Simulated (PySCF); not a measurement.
Computed IR spectrum (relative IR intensity) of a molecule C2H6AlClO. The structure is a stationary point at ωB97X-D3(BJ)/def2-SVP. One conformer was computed; it need not be the lowest. These are ωB97X-D3(BJ)/def2-SVP (PySCF) values and carry that method's errors. Frequencies are harmonic and unscaled.

Lines under 2 % of the strongest are left out, and lines within 2 cm⁻¹ are merged.

ν (cm⁻¹): 238 (w), 488 (s), 525 (m), 663 (m), 755 (s), 961 (w), 1119 (vw), 1184 (vw), 1247 (vs), 1320 (w), 1433 (w), 2050 (m), 3046 (m), 3062 (vw), 3102 (w), 3161 (w), 3163 (w) (against the strongest line: vs over 80 %, s over 45 %, m over 15 %, w over 4 %, vw less)

Q: Identify the compound among the candidates.
A. C[CH2][Al]([OH])[Cl]
B. C[O][Al]([CH3])[Cl]
C. CC[O][AlH][Cl]

A: C, CC[O][AlH][Cl]
